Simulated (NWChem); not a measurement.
All runs are NWChem calculations. System: H₃As, charge 1, spin multiplicity 2, at the geometry of a parent with another charge or spin, in a state set for the comparison that need not be this species' ground state. Its SCF solution wasn't tested for a lower state. Level: UB3LYP/def2-TZVPD, VWN1-RPA local correlation.

Output (cleaned and shortened):

```
             Northwest Computational Chemistry Package (NWChem) 7.3.0
             --------------------------------------------------------

                                NWChem Input Module
                                -------------------

 Scaling coordinates for geometry "geometry" by  1.889725989
 (inverse scale =  0.529177249)

 Turning off AUTOSYM since
 SYMMETRY directive was detected!

                             Geometry "geometry" -> ""
                             -------------------------

 Output coordinates in angstroms (scale by  1.889725989 to convert to a.u.)

  No.       Tag          Charge          X              Y              Z
 ---- ---------------- ---------- -------------- -------------- --------------
    1 As                  33.0000     0.00102100     0.07103800     0.00000000
    2 H                    1.0000    -0.64666200    -0.77228900     1.10074500
    3 H                    1.0000    -0.64666200    -0.77228900    -1.10074500
    4 H                    1.0000     1.25964200    -0.79968900     0.00000000

 Effective nuclear repulsion energy (a.u.)      34.9516285710

            Nuclear Dipole moment (a.u.)
            ----------------------------
        X                 Y               Z
 ---------------- ---------------- ----------------
     0.0000207870    -0.0000245664     0.0000000000

      Symmetry information
      --------------------

 Group name             Cs
 Group number              2
 Group order               2
 No. of unique centers     3

      Symmetry unique atoms

     1    2    4


 Summary of "ao basis" -> "" (spherical)
 ------------------------------------------------------------------------------
       Tag                 Description            Shells   Functions and Types
 ---------------- ------------------------------  ------  ---------------------
 *                         def2-tzvpd                 on all atoms

                                 NWChem DFT Module
                                 -----------------

 Summary of "ao basis" -> "ao basis" (spherical)
 ------------------------------------------------------------------------------
       Tag                 Description            Shells   Functions and Types
 ---------------- ------------------------------  ------  ---------------------
 As                        def2-tzvpd               18       54   7s5p5d1f
 H                         def2-tzvpd                5        9   3s2p

 Summary of "ao basis" -> "ao basis" (spherical)
 ------------------------------------------------------------------------------
       Tag                 Description            Shells   Functions and Types
 ---------------- ------------------------------  ------  ---------------------
 As                        def2-tzvpd               18       54   7s5p5d1f
 H                         def2-tzvpd                5        9   3s2p

      Symmetry analysis of basis
      --------------------------

        a'         52
        a"         29

            General Information
            -------------------
          SCF calculation type: DFT
          Wavefunction type:  spin polarized.
          No. of atoms     :     4
          No. of electrons :    35
           Alpha electrons :    18
            Beta electrons :    17
          Charge           :     1
          Spin multiplicity:     2
          Use of symmetry is: on ; symmetry adaption is: on
          Maximum number of iterations: 100
          AO basis - number of functions:    81
                     number of shells:    33
          Convergence on energy requested:  1.00D-06
          Convergence on density requested:  1.00D-05
          Convergence on gradient requested:  5.00D-04

              XC Information
              --------------
                         B3LYP Method XC Potential
                     Hartree-Fock (Exact) Exchange  0.200
                        Slater Exchange Functional  0.800 local
                    Becke 1988 Exchange Functional  0.720 non-local
              Lee-Yang-Parr Correlation Functional  0.810
                  VWN I RPA Correlation Functional  0.190 local

             Grid Information
             ----------------
[...]
     6     -0.492255  1 As s                 18      0.281328  1 As py
     4      0.215624  1 As s                  3      0.143702  1 As s
    56      0.143793  2 H  s                 65      0.143793  3 H  s
    74      0.143812  4 H  s                 79      0.134941  4 H  px

                     DFT Final Beta Molecular Orbital Analysis
                     -----------------------------------------

 Vector   15  Occ=1.000000D+00  E=-9.200856D-01  Symmetry=a'
              MO Center= -3.7D-03, -2.6D-01, -1.1D-17, r^2= 1.3D+00
   Bfn.  Coefficient  Atom+Function         Bfn.  Coefficient  Atom+Function
  ----- ------------  ---------------      ----- ------------  ---------------
     5      0.637181  1 As s                  6      0.407864  1 As s
     4     -0.321250  1 As s                  3     -0.246373  1 As s
     2      0.112372  1 As s                 56      0.092981  2 H  s
    65      0.092981  3 H  s                 74      0.092985  4 H  s
    18     -0.084567  1 As py                55      0.071717  2 H  s

 Vector   16  Occ=1.000000D+00  E=-6.403666D-01  Symmetry=a"
              MO Center= -3.5D-01, -4.0D-01,  6.1D-17, r^2= 1.9D+00
   Bfn.  Coefficient  Atom+Function         Bfn.  Coefficient  Atom+Function
  ----- ------------  ---------------      ----- ------------  ---------------
    19      0.401953  1 As pz                22      0.272460  1 As pz
    13     -0.245549  1 As pz                56      0.219664  2 H  s
    65     -0.219664  3 H  s                 55      0.137152  2 H  s
    64     -0.137152  3 H  s                 10      0.076466  1 As pz
    16      0.067948  1 As pz                24      0.053013  1 As d -1

 Vector   17  Occ=1.000000D+00  E=-6.403656D-01  Symmetry=a'
              MO Center=  3.4D-01, -4.1D-01,  9.0D-17, r^2= 1.9D+00
   Bfn.  Coefficient  Atom+Function         Bfn.  Coefficient  Atom+Function
  ----- ------------  ---------------      ----- ------------  ---------------
    17      0.401911  1 As px                20      0.272431  1 As px
    74      0.253649  4 H  s                 11     -0.245524  1 As px
    73      0.158371  4 H  s                 56     -0.126822  2 H  s
    65     -0.126822  3 H  s                 55     -0.079184  2 H  s
    64     -0.079184  3 H  s                  8      0.076458  1 As px

 Vector   18  Occ=0.000000D+00  E=-4.931762D-01  Symmetry=a'
              MO Center=  2.6D-03,  1.8D-01, -9.4D-15, r^2= 2.0D+00
   Bfn.  Coefficient  Atom+Function         Bfn.  Coefficient  Atom+Function
  ----- ------------  ---------------      ----- ------------  ---------------
    18      0.436161  1 As py                21      0.334766  1 As py
     5      0.332310  1 As s                  6      0.313850  1 As s
    12     -0.268039  1 As py                 4     -0.156337  1 As s
    56     -0.126868  2 H  s                 65     -0.126868  3 H  s
    74     -0.126862  4 H  s                  3     -0.117929  1 As s

 Vector   19  Occ=0.000000D+00  E=-2.368894D-01  Symmetry=a'
              MO Center=  3.8D-02, -8.0D-02, -2.0D-10, r^2= 3.3D+00
   Bfn.  Coefficient  Atom+Function         Bfn.  Coefficient  Atom+Function
  ----- ------------  ---------------      ----- ------------  ---------------
    20      0.545980  1 As px                75     -0.429190  4 H  s
    17      0.400539  1 As px                74     -0.291920  4 H  s
    57      0.214584  2 H  s                 66      0.214584  3 H  s
    11     -0.202457  1 As px                56      0.145977  2 H  s
    65      0.145977  3 H  s                 73     -0.124825  4 H  s

 Vector   20  Occ=0.000000D+00  E=-2.368888D-01  Symmetry=a"
              MO Center= -4.0D-02, -7.9D-02,  2.0D-10, r^2= 3.3D+00
   Bfn.  Coefficient  Atom+Function         Bfn.  Coefficient  Atom+Function
  ----- ------------  ---------------      ----- ------------  ---------------
    22      0.545971  1 As pz                19      0.400586  1 As pz
    57     -0.371623  2 H  s                 66      0.371623  3 H  s
    56     -0.252819  2 H  s                 65      0.252819  3 H  s
    13     -0.202476  1 As pz                44      0.120343  1 As d -1
    55     -0.108104  2 H  s                 64      0.108104  3 H  s

   alpha - beta orbital overlaps
   -----------------------------

   alpha      1      2      3      4      5      6      7      8      9     10
    beta      1      2      3      4      5      6      7      8      9     12
 overlap   1.000  1.000  1.000  1.000  1.000  1.000  1.000  1.000  1.000  1.000

   alpha     11     12     13     14     15     16     17     18     19     20
    beta     11     10     13     14     15     16     17     18     19     20
 overlap   0.987  0.987  0.987  0.987  0.998  1.000  1.000  0.996  0.997  0.997

   alpha     21     22     23     24     25     26     27     28     29     30
    beta     21     24     22     23     25     26     27     28     30     29
 overlap   0.998  0.996  0.998  0.998  1.000  1.000  0.997  0.998  0.999  0.999

   alpha     31     32     33     34     35     36     37     38     39     40
    beta     31     32     33     34     36     35     39     38     37     40
 overlap   0.998  0.998  0.999  0.999  0.999  1.000  0.996  0.998  0.998  0.999

   alpha     41     42     43     44     45     46     47     48     49     50
    beta     41     42     43     44     45     47     46     48     49     50
 overlap   0.999  0.988  0.987  0.998  0.998  1.000  1.000  1.000  1.000  0.981

   alpha     51     52     53     54     55     56     57     58     59     60
    beta     51     52     53     55     54     56     57     58     59     60
 overlap   0.981  0.935  0.945  0.896  0.896  0.912  0.912  0.988  0.999  0.999

   alpha     61     62     63     64     65     66     67     68     69     70
    beta     61     62     63     64     65     66     67     68     69     70
 overlap   1.000  1.000  1.000  1.000  1.000  1.000  1.000  1.000  1.000  1.000

   alpha     71     72     73     74     75     76     77     78     79     80
    beta     71     72     73     74     75     78     77     76     79     80
 overlap   1.000  1.000  1.000  1.000  1.000  1.000  1.000  1.000  1.000  1.000

   alpha     81
    beta     81
 overlap   1.000

     --------------------------
     Expectation value of S2:
     --------------------------
      <S2> =      0.7516 (Exact =     0.7500)

 center of mass
 --------------
 x =   0.00103158 y =   0.07175520 z =   0.00000000

 moments of inertia (a.u.)
 ------------------
          16.264928430855           0.016962856763           0.000000000000
           0.016962856763          17.442141902272           0.000000000000
           0.000000000000           0.000000000000          16.264269058890

     Multipole analysis of the density
     ---------------------------------

     L   x y z        total         alpha         beta         nuclear
     -   - - -        -----         -----         ----         -------
     0   0 0 0      1.000000    -18.000000    -17.000000     36.000000

     1   1 0 0     -0.002463     -0.004450      0.001967      0.000021
     1   0 1 0     -0.170157     -0.308794      0.138661     -0.000025
     1   0 0 1      0.000000      0.000000      0.000000      0.000000

     2   2 0 0    -11.243233    -10.685332     -9.210861      8.652960
     2   1 1 0      0.008226     -0.001471      0.031512     -0.021814
     2   1 0 1      0.000000      0.000000      0.000000      0.000000
     2   0 2 0    -10.673988    -10.787869     -7.024298      7.138180
     2   0 1 1      0.000000     -0.000000      0.000000      0.000000
     2   0 0 2    -11.243220    -10.685489     -9.211416      8.653686

 Task  times  cpu:        2.4s     wall:        2.4s

 Total times  cpu:        2.4s     wall:        2.4s
```

Question: Write an NWChem input that would produce this output.

Answer: This is not unique; one that fits is 
```
start mol
memory heap 200 mb stack 900 mb global 1100 mb
charge 1
geometry units angstroms nocenter noautoz
  As     0.001021     0.071038     0.000000
  H     -0.646662    -0.772289     1.100745
  H     -0.646662    -0.772289    -1.100745
  H      1.259642    -0.799689     0.000000
  symmetry group Cs
end
basis spherical
  * library def2-tzvpd
end
dft
  xc b3lyp
  odft
  mult 2
  semidirect memsize 60000000 filesize 0
  iterations 100
end
task dft energy
```
